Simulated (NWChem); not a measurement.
CHCl, singlet; SMILES [CH]Cl

Computed with NWChem. Pople sets run with spherical d functions. Low-valent species are run as closed-shell singlets; no triplet was tried in these runs. All runs use the structure optimised with PBE-D3(BJ)/def2-SVP. Vertical excitations in the gas phase.

Question: Predict the results for CAM-B3LYP/6-31G*, TDA. Quantities: lowest excitation, singlet (eV); oscillator strength of that lowest state; orbital gap (eV).

Answer: 
```json
{
 "lowest excitation, singlet (eV)": "2.05",
 "oscillator_strength_of_that_lowest_state": "0.007",
 "orbital gap (eV)": "6.63"
}
```
